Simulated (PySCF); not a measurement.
P⁺: excitation energy

P⁺ [Ne] 3s2 3p2 (3P) → P⁺ [Ne] 3s1 3p3 (5S), as a difference of total energies. All numbers are calculated (PySCF 2.14, the non-relativistic Hamiltonian (point nucleus), in dyall-av2z (13s9p2d, 50 functions)). Correlated levels: valence: [Ne] frozen; virtual orbitals above 40 to 60 times the deepest correlated orbital energy dropped. The calculations carry no spin-orbit coupling.

| method | excitation energy (cm⁻¹) | error (cm⁻¹) |
| --- | --- | --- |
| UHF | 31683 | -13699 |
| LDA | 46997 | +1615 |
| PBE | 46044 | +662 |
| PBE0 | 44345 | -1036 |
| r2SCAN | 39745 | -5637 |
| PBEsol | 44710 | -671 |
| wB97X-V | 46843 | +1461 |
| B3LYP | 48913 | +3531 |
| PW91 | 46065 | +684 |
| MP2 (valence) | 38965 | -6417 |
| SCS-MP2 (valence) | 42335 | -3047 |

Reference: 45381 cm⁻¹ (measured; NIST levels, between the centres of gravity of the two terms).

Errors of the correlated levels include the incompleteness of this basis and the frozen core.
